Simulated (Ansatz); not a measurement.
Born–Oppenheimer molecular dynamics of ClH5SSn (8 atoms, charge 0, multiplicity 1). It starts at the highest image of a converged band. Of that band: A vibrational analysis at the climbing image gives 2 clearly imaginary modes (903i, 134i cm⁻¹): a point of higher order, so a lower path passes nearby.

These are results of Ansatz 0.2.0, RKS BHLYP/def2-SVP, not measurements.

```yaml
ensemble: NVE (velocity Verlet)
time_step: 0.5 fs
steps_asked: 200
starting_velocities_drawn_for: 300 K
seed: 7643
```

First frame:

```xyz
8
Properties=species:S:1:pos:R:3
Sn -0.255 0.087 -0.236
Cl -0.139 -0.366 2.596
H 1.407 0.067 0.123
H -0.580 1.560 -1.036
H -0.682 -1.318 -1.098
S -2.666 0.230 0.943
H -2.967 -1.064 0.749
H -1.619 -0.068 2.106
```

(1) How far do the bonds stretch over the last three quarters of this one trajectory? (Pairs bonded in most of those frames.)

Results:

(1) 
```
   bond  mean (Å)  spread (Å)  shortest  longest
Sn1–Cl2     2.407       0.207      2.13     2.79
 Sn1–H3     1.712       0.017      1.68     1.74
 Sn1–H4     1.701       0.034      1.65     1.76
 Sn1–H5     1.697       0.027      1.66     1.75
  S6–H7     1.342       0.005      1.33     1.35
  S6–H8     1.347       0.056      1.27     1.43
```

Mean temperature of the second half: 1668 K. The conserved energy stayed within 0.14 meV per atom of its start (net change 0.029 meV per atom), so the integration is sound. The kinetic energy rose, since the run started high on the potential surface and went downhill. It ends in pieces (ClH3Sn + H2S), so much of that is their flight and rotation, not heat. A run of 0.1 ps of so small a system gives no equilibrium averages. The orbitals stay closed-shell, which can raise the energy where a bond breaks towards radicals; this wasn't checked here.

Time of the run: 8.1 min on 2 threads of Arm Neoverse V1 (shared host), peak memory 0.19 GiB.
